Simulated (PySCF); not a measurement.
Isomers of C2H11AlO2Si, from PBE0-D3(BJ)/def2-SVP geometry optimisation, gas phase in PySCF 2.14.0. One conformer each, no zero-point energy, no frequencies.

Question: Which is lower in electronic energy at this level?
A. `[CH3:1][O+:2]([AlH3-:3])[CH2:4][O:5][SiH3:6]` with C1–O2–C4–O5 66°, O2–C4–O5–Si6 81°: A = 3009, B = 1373, C = 1103 MHz, dipole 4.06 D
B. `[CH3:1][O+:2]([CH3:3])[AlH2-:4][O:5][SiH3:6]` with C1–O2–Al4–O5 -39°, O2–Al4–O5–Si6 -165°: A = 4539, B = 1046, C = 901.8 MHz, dipole 5.33 D

Answer: B. That is `C[O+](C)[AlH2-][O][SiH3]`, 47.3 kcal/mol below the other.

```
                  SMILES                                 mapped SMILES      E (Eh)  relative (kcal/mol)  relative (kJ/mol)  dipole (D)
C[O+](C)[AlH2-][O][SiH3]  [CH3:1][O+:2]([CH3:3])[AlH2-:4][O:5][SiH3:6]  -764.44348                  0.0                0.0        5.33
  C[O+]([AlH3-])CO[SiH3]  [CH3:1][O+:2]([AlH3-:3])[CH2:4][O:5][SiH3:6]  -764.36809                 47.3              197.9        4.06
```
